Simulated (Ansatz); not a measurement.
Cd2N2H6⁺, that is (HCd-mu-NH2)2 with one electron fewer. Charge 1, multiplicity 2. Geometry PBE-D4/def2-SVP, that of the neutral singlet; atoms count from 1.

Cartesian coordinates in Å:
```
Cd -1.6054 0.0003 0.5569
H -3.2343 -0.0780 0.9974
N 0.2990 -1.1760 0.8375
Cd 1.5055 -0.1560 -0.7723
H 2.9362 -0.3868 -1.6404
N -0.2317 1.2809 -0.6925
H 0.2144 -2.2007 0.7599
H 0.7070 -1.0420 1.7765
H 0.0141 2.1661 -0.2211
H -0.6047 1.5922 -1.6019
```

In the def2 sets Cd takes a core potential; there is no spin–orbit coupling.

Q: Estimate the Mulliken populations from the PBE0/def2-TZVP orbitals of Ansatz.

A: 
| atom | charge (e) | spin (α − β) | d electrons |
| --- | --- | --- | --- |
| Cd1 | 0.72 | -0.02 | 9.95 |
| H2 | 0.02 | 0.29 | – |
| N3 | -0.83 | 0.24 | – |
| Cd4 | 0.72 | -0.02 | 9.95 |
| H5 | 0.02 | 0.29 | – |
| N6 | -0.83 | 0.24 | – |
| H7 | 0.30 | -0.01 | – |
| H8 | 0.29 | -0.01 | – |
| H9 | 0.29 | -0.01 | – |
| H10 | 0.30 | -0.01 | – |
Mulliken values and Mayer orders depend strongly on the basis.

Q: Where does the spin sit?

A: Summed by element: Cd -0.05, H 0.56, N 0.49, of 1 unpaired in all. Largest on single atoms: H5 0.29, H2 0.29, N3 0.24.

Q: And the Mayer bond orders between bonded heavy atoms (over 0.3)?

A: Cd1–N3 0.45 (2.26 Å); Cd1–N6 0.45 (2.26 Å); N3–Cd4 0.45 (2.26 Å); Cd4–N6 0.45 (2.26 Å).
